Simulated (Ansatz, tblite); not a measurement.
Cost and result up the ladder for Na₂F₂ (4 atoms). Charge 0, multiplicity 1. Geometry: PBE0-D4/def2-TZVP.

Cartesian coordinates in Å:
```
Na -1.196 -0.570 -0.503
Na 1.196 0.570 0.503
F 0.774 -0.621 -1.137
F -0.774 0.621 1.137
```

Ansatz on 4 threads of Arm Neoverse V2 on a shared host; xTB runs through tblite on one thread. Times are rough, summed over both states, and most runs start from the orbitals of an earlier one. CCSD(T)/def2-TZVPP serves as the yardstick here, not as an exact answer. Differences are given only for rows in sets of like size (and for xTB, whose basis is part of the method), since another set adds its own error. The other state is a quintet at its own geometry, which has other bonds, so the gap mixes isomer and spin.

The xTB rows come from tblite. Correlated methods freeze 4 core orbitals; core or outer-core shells of Na are correlated, in sets that lack core-valence functions. HOMO above LUMO, or a gap near zero within one spin, warns that the state may not be the lowest or that an electron is smeared out. In the quintet geometry the species has come apart into loosely held pieces. The structure comes from a short search, and lower isomers may exist.

Correlated methods converge slowly with the basis.

xTB has no spin-polarisation term.

```json
{"level": "RPA@PBE/def2-TZVP", "functions": "126", "quintet − singlet (eV)": "10.92", "difference from CCSD(T)/def2-TZVPP (eV)": "-1.03", "remarks": "–"}
{"level": "PBE-QIDH/def2-TZVP", "functions": "126", "quintet − singlet (eV)": "11.88", "difference from CCSD(T)/def2-TZVPP (eV)": "-0.07", "remarks": "–"}
{"level": "LDA (SPW92)/def2-TZVP", "functions": "126", "quintet − singlet (eV)": "13.61", "difference from CCSD(T)/def2-TZVPP (eV)": "1.66", "remarks": "gap within one spin near zero (quintet)"}
{"level": "GFN2-xTB", "functions": "16", "quintet − singlet (eV)": "13.03", "difference from CCSD(T)/def2-TZVPP (eV)": "1.08", "remarks": "–"}
{"level": "GFN1-xTB", "functions": "16", "quintet − singlet (eV)": "15.30", "difference from CCSD(T)/def2-TZVPP (eV)": "3.35", "remarks": "–"}
{"level": "PBE0-D4/def2-TZVP (with forces)", "functions": "126", "quintet − singlet (eV)": "11.60", "difference from CCSD(T)/def2-TZVPP (eV)": "-0.35", "remarks": "–"}
{"level": "HF/STO-3G", "functions": "28", "quintet − singlet (eV)": "13.39", "difference from CCSD(T)/def2-TZVPP (eV)": "–", "remarks": "HOMO above zero (quintet)"}
{"level": "CCSD(T)/def2-TZVPP", "functions": "126", "quintet − singlet (eV)": "11.95", "difference from CCSD(T)/def2-TZVPP (eV)": "0.00", "remarks": "–"}
{"level": "PBE-D4/def2-TZVP", "functions": "126", "quintet − singlet (eV)": "12.07", "difference from CCSD(T)/def2-TZVPP (eV)": "0.11", "remarks": "–"}
{"level": "B2PLYP/def2-TZVP", "functions": "126", "quintet − singlet (eV)": "12.17", "difference from CCSD(T)/def2-TZVPP (eV)": "0.22", "remarks": "–"}
{"level": "MP2/def2-TZVP", "functions": "126", "quintet − singlet (eV)": "12.57", "difference from CCSD(T)/def2-TZVPP (eV)": "0.62", "remarks": "–"}
```

Estimate how long each takes.

GFN2-xTB 0.002 s; GFN1-xTB 0.003 s; HF/STO-3G 0.3 s; MP2/def2-TZVP 1.7 s; LDA (SPW92)/def2-TZVP 1.9 s; PBE-D4/def2-TZVP 4.4 s; PBE0-D4/def2-TZVP (with forces) 7.9 s; RPA@PBE/def2-TZVP 8.1 s; B2PLYP/def2-TZVP 9 s; PBE-QIDH/def2-TZVP 9.5 s; CCSD(T)/def2-TZVPP 25 s. On shared hardware such times vary by a factor of up to 3.
